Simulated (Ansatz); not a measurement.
## Strength of the C–H bond: CH6GeN → CH5GeN + H

Species: CH6GeN `C[N][GeH3]`, doublet; CH5GeN `C=[N][GeH3]`, singlet; H atom, doublet. 

Shapes, held fixed at every level: PBE0-D4/def2-TZVP. Programs: Ansatz 0.2.0. The zero-point and thermal change to 298 K, harmonic and unscaled (PBE0-D4/def2-TZVP), is -21.3 kJ/mol.

```json
{"level": "MP2/def2-SVP", "kind": "perturbation theory", "ΔH(298 K) (kJ/mol)": "+86.6", "less CCSD(T)/def2-TZVPP": "-35.3"}
{"level": "MP2/def2-TZVPP", "kind": "perturbation theory", "ΔH(298 K) (kJ/mol)": "+93.0", "less CCSD(T)/def2-TZVPP": "-28.9"}
{"level": "SPW92/def2-TZVPP", "kind": "LDA", "ΔH(298 K) (kJ/mol)": "+144.9", "less CCSD(T)/def2-TZVPP": "+23.0"}
{"level": "BHLYP-D4/def2-TZVPP", "kind": "global hybrid", "ΔH(298 K) (kJ/mol)": "+150.7", "less CCSD(T)/def2-TZVPP": "+28.8"}
{"level": "PBE0-D4/def2-TZVPP", "kind": "global hybrid", "ΔH(298 K) (kJ/mol)": "+139.4", "less CCSD(T)/def2-TZVPP": "+17.5"}
{"level": "CCSD(T)/def2-SVP", "kind": "coupled cluster or CI", "ΔH(298 K) (kJ/mol)": "+112.6", "less CCSD(T)/def2-TZVPP": "-9.3"}
{"level": "CCSD/def2-TZVPP", "kind": "coupled cluster or CI", "ΔH(298 K) (kJ/mol)": "+130.7", "less CCSD(T)/def2-TZVPP": "+8.8"}
{"level": "CCSD(T)/def2-TZVPP", "kind": "coupled cluster or CI", "ΔH(298 K) (kJ/mol)": "+121.9", "less CCSD(T)/def2-TZVPP": "0.0"}
```

The highest level, CCSD(T)/def2-TZVPP, gives ΔH(298 K) = +121.9 kJ/mol; the levels span +86.6 to +150.7. A fragment pairs its electrons up again, so this isn't a typical strength of such a bond. The column of differences is taken from that level and isn't an error. No measured value is set beside it here. Open shells run unrestricted. Relativity is left out for Ge. Outer-core shells of Ge are correlated, in sets that cover them unevenly.
